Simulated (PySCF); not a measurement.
Two-component Hartree-Fock for Sn+ (tin, charge +1)

Start: [Kr] 4d10 5s2 5p1; 5p3/2 filled at m_j = +3/2. Calculated with PySCF 2.14 in x2c-TZVPall-2c: generalised Hartree-Fock with the X2C-1e Hamiltonian and a Gaussian nucleus; one run each with spin-orbit coupling (SO) switched off, then screened by Boettger's factors. This is a chosen level, not necessarily the ground level.

```csv
spinor shell,electrons,"ε, spin-free (eV)","ε, screened SO (eV)",weight of nominal j (screened SO),"rms radius, screened SO (bohr)"
1s1/2,2,-29355.3,-29352.6,1.000,0.0333
2s1/2,2,-4531.5,-4530.8,1.000,0.136
2p1/2,2,-4061.7,-4221.8,1.000,0.118
2p3/2,4,-4061.7,-3988.8,1.000,0.123
3s1/2,2,-920.90,-920.79,1.000,0.361
3p1/2,2,-763.58,-793.80,1.000,0.354
3p3/2,4,-763.58,-749.85,1.000,0.366
3d3/2,4,-522.06,-527.36,1.000,0.340
3d5/2,6,-522.06,-518.49,1.000,0.343
4s1/2,2,-168.12,-168.18,1.000,0.874
4p1/2,2,-118.18,-123.70,1.000,0.931
4p3/2,4,-118.18,-115.79,1.000,0.960
4d3/2,4,-43.656,-44.402,0.995,1.17
4d5/2,6,-43.656,-43.281,0.997,1.19
5s1/2,2,-20.912,-20.955,0.999,2.53
5p3/2,1,-13.863,-13.694,1.000,3.23
```

| quantity | spin-free | screened SO |
| --- | --- | --- |
| E (hartree) | -6172.79363 | -6174.24903 |
| M_J | 3/2 | 3/2 |
| ⟨J²⟩ | 3.761 | 3.760 |
| ⟨L²⟩ | 2.008 | 2.025 |
| ⟨S²⟩ | 0.753 | 0.771 |

Each row is a mean over spinors that exchange with the open shell spreads, by up to 1.933 eV (5s1/2).

Breit and QED terms are absent; they matter most for the inner s and p1/2 levels.

Densities and radii are taken from the X2C orbitals without a picture-change correction, which distorts them close to the nucleus.

Without spin-orbit coupling the j labels of p, d and f shells carry no meaning; the spin-free column gives the mean over the occupied spinors of each nl shell.
